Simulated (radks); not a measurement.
Charge is removed step by step from the 1s level of H, starting from 1s1. Calculated with a radial shooting solver on a logarithmic mesh with Libxc functionals: scalar-relativistic Kohn-Sham, PBEsol, spin-unpolarised, spherical densities, finite nucleus; Gaussian nuclear charge, rms radius 0.8783 fm; without spin polarisation the odd electron is poorly described.

removed (e)  E - E(0) (eV)  eigenvalue (eV)
0                    0.000           -6.332
0.125                0.881           -7.774
0.25                 1.946           -9.283
0.375                3.204          -10.840
0.5                  4.657          -12.423
0.625                6.309          -13.990
0.75                 8.151          -15.462

The mean slope of the eigenvalue, de/dn, is 12.2 eV per electron.
